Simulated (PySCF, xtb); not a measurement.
C₃H₅ClOSi, SMILES Cl[Si@@H]1CC=CO1.

GFN2-xTB (xtb) at its own geometry gives an orbital gap of 4.92 eV and a dipole moment of 2.40 D.

The structure is a stationary point at B3LYP-D3(BJ)/def2-SVP. The structure was generated by enumeration; whether it is a known compound was not checked. One conformer was computed; it need not be the lowest.

### Question
What does PySCF with PBE/def2-TZVP give? (An estimate is asked for; the answer gives what the named calculation found.)

### Answer
gap 4.90 eV (levels -5.62 and -0.72 eV), dipole 1.87 D.
